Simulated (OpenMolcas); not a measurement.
A calculation on Kr³⁺.

```json
{"Program": "OpenMolcas 26.06", "Method": "MS-RASPT2, IPEA 0.25 Eh, imaginary shift 0.1 Eh (closed shells correlated: 3d)", "Basis": "ANO-RCC-VQZP [7s6p4d2f1g]", "Scalar Hamiltonian": "DKH2, point nucleus", "Active space": "5 electrons in 9 orbitals (RAS2 4s 4p; RAS3 4d, at most 2 electrons)", "State averaging": "2S+1 = 4 odd, 1 root; 2S+1 = 2 odd, 11 roots; 2S+1 = 4 even, 3 roots; 2S+1 = 2 even, 9 roots", "Spin-orbit coupling": "RASSI with atomic mean-field integrals over the reference wave functions, term energies averaged over their components"}
```

Q: Which level of the active space comes out lowest?

A: 4s2 4p3 4S* 3/2, with 98 % of that term; it is also the measured ground level.

Q: How high does 4s 4p4 4P 1/2 lie?

A: 15.203 eV above the lowest level; measured 15.3876 eV above the ground level, so the calculation is off by -1 %.

Q: How high does 4s 4p4 2D 5/2 lie?

A: 18.221 eV above the lowest level; measured 18.1816 eV above the ground level, so the calculation is off by 0 %.

Q: How high does 4s2 4p3 2D* 5/2 lie?

A: 2.381 eV above the lowest level; measured 2.3185 eV above the ground level, so the calculation is off by +3 %.

Q: The level at 4.185 eV has J = 3/2. What is it made of, and what is its g factor?

A: 90 % 4s2 4p3 2P* 3/2, 9 % 4s2 4p3 2D*; g = 1.297, against 1.334 from Landé's formula for the pure leading term.

Measured values: Saloman, J. Phys. Chem. Ref. Data 36, 215 (2007).

CASPT2 does not keep the components of a term degenerate, so their means are used; among the terms shown or strongly mixed into the levels shown the widest spread is 65 cm-1 (4s 4p4 2D). The run also gave levels led by 4s2 4p2 4d, which use shells meant for correlation; these and all levels above them are left out. Some terms mix strongly with configurations of 4d, whose occupation reaches 0.27 (4s 4p4 2D). Measured partners are found by configuration, term and J. A level has none where our copy of the source lacks it or the pairing is in doubt (some pairs that miss far off the trend of their configuration count as doubtful), and it then counts in no deviation. Only configurations of the active space appear.

* marks odd parity.
